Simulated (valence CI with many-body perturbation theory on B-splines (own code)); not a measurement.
The numbers below are computed, except where a source is named.
As¹²⁺: input, log and results

The program does CI of the valence electrons with many-body perturbation theory for a frozen closed Dirac-Fock core.

Command, and the settings that its task file holds:

```sh
python run_cv.py task.json out
```

```
atom As  Z=33  mass_number=75  rms_radius_fm=4.0968
core [Ar]
valence 3s3
avg = 1
basis = S
breit = 1
cap = 10000
capref = 1200
cscale = 1
de = 0.0
dress = 0
eps = 2e-08
extrap = 1
h = 0.27
hh = 1
l2 = 3
lcore = 6
maxit = 60
n2 = 5
natural = 1
nlev = 21
nno = [3, 3, 3, 3, 1]
nroot = 26
nsp = [3, 3, 2, 2, 0]
pt2 = 1
qed = 1
rpa = 1
s1 = 1
s2 = 1
s3 = 1
screen = 1
tol = 2e-05
whole = 1
```

Question: What became of the run, and why?

Answer: It gave no result: a shell was given more electrons than it holds. The program said: "a valence shell holds more than 4l+2 electrons".
